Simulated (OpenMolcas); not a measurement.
# 3d2 ions of rising charge with 4 bromide ligands in tetrahedral coordination

| Property | Result |
| --- | --- |
| Program | OpenMolcas 26.06 |
| Method | CASSCF |
| Spin-orbit coupling | RASSI with atomic mean-field integrals over the reference wave functions |

The d shell is active. Anionic complexes are neutralised by point charges behind the ligands. Distances were set from a Shannon-type radius of the metal (high-spin where two are listed) plus a fixed donor radius (Br 1.91 Å). Ligand basis ANO-RCC-VDZP, DKH2 Hamiltonian. States (labels of Td). Energies in cm-1 above the lowest state or level, χT in cm3 K/mol. Spin-only χT is S(S+1) / 2 for the spin of the ground state.

```
 Ion  Shell  R (Å)   Metal basis  Outer charge (e at Å behind ligand)  Ground state  First state of that spin  First gap with spin-orbit (degeneracies)  χT at 300 K  First state of another spin  Spin-only χT
Ti2+    3d2   2.64  ANO-RCC-VDZP                           0.5 at 3.2           3A2                  3T2 2595                               2582 (3, 1)        1.057                     1E 11373         1.000
 V3+    3d2   2.42  ANO-RCC-VTZP                          0.25 at 2.8           3A2                  3T2 4881                               4876 (3, 2)        0.990                     1E 13679         1.000
Cr4+    3d2   2.32  ANO-RCC-VTZP                                                3A2                  3T2 7615                               7554 (3, 2)        0.983                     1E 14537         1.000
```

The rows also differ in their metal basis and outer charges, so part of each step comes from that.

χT departs most from the spin-only value for Ti2+, by +0.057 cm3 K/mol.

Without dynamic correlation the repulsion within the d shell is too large (B by tens of per cent), so at a given field states of lower spin stand too high. Ligand-to-metal charge-transfer states are missing. With no ligand orbital active B as a rule stays too high, so bands that hang on it stand too high and its fall with covalency is understated. With metal d orbitals alone and no dynamic correlation the field as a rule comes out too small, by tens of per cent, by up to half for chloride and softer ligands. The least metal-like active orbital is 76 % on the metal (Löwdin) and no ligand orbital is active, so the numbers are rough (holds for Cr4+). This ion would oxidise such ligands; the complex is a model and need not exist (holds for Cr4+). No measured value stands beside these numbers; the geometry was imposed, not optimised, and the real ion may take another.
